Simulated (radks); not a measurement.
Au+, 78 electrons, occupied as [Xe] 4f14 5d10 (the NIST ground configuration). Method: Dirac Kohn-Sham, PBE, spin-unpolarised, spherical densities, finite nucleus; Fermi nuclear charge, rms radius 5.4371 fm; computed with a radial shooting solver on a logarithmic mesh with Libxc functionals. Some entries of the table are withheld. Estimate them.

orbital  occ.  eigenvalue (eV)  <1/r> (bohr^-1)
1s1/2       2        -80618.09              (1)
2s1/2       2              (2)            23.52
2p1/2       2        -13641.25            23.49
2p3/2       4        -11805.77            19.14
3s1/2       2        -3362.542            8.634
3p1/2       2        -3101.058            8.549
3p3/2       4        -2696.033            7.416
3d3/2       4        -2260.346            7.314
3d5/2       6        -2173.289            7.055
4s1/2       2        -736.3692            3.653
4p1/2       2        -624.6519            3.544
4p3/2       4        -527.5302            3.151
4d3/2       4              (3)            2.947
4d5/2       6              (4)            2.857
5s1/2       2        -116.5244            1.476
4f5/2       6         -91.4755            2.480
4f7/2       8         -87.6646            2.445
5p1/2       2         -80.3406              (5)
5p3/2       4         -63.9055              (6)
5d3/2       4         -16.2990           0.8625
5d5/2       6         -14.7316           0.8241

Answer. 
(1) 1s1/2 <1/r> (bohr^-1): 95.68
(2) 2s1/2 eigenvalue (eV): -14220.59
(3) 4d3/2 eigenvalue (eV): -344.3814
(4) 4d5/2 eigenvalue (eV): -326.2919
(5) 5p1/2 <1/r> (bohr^-1): 1.348
(6) 5p3/2 <1/r> (bohr^-1): 1.202
